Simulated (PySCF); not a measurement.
All values below come from TPSSh-D3(BJ)/def2-TZVP // r2SCAN-D4/def2-SVP (PySCF). All species are isolated molecules in the gas phase. 

Reference species: [Zr(Cl)3(F)] (neutral, multiplicity 1).

- LUMO: -2.96 eV
- mean distance from the central atom to its bonded neighbours: 2.223 Å

Changed species: [Zr(Cl)4] (0 of 4 Cl replaced by F; the reference has 1 of 4 Cl replaced by F).

Problem. What does the change do to the LUMO and mean distance from the central atom to its bonded neighbours?

Solution. the LUMO drops by 0.22 eV, to -3.18 eV; the mean distance from the central atom to its bonded neighbours goes up by 0.107 Å, to 2.330 Å.
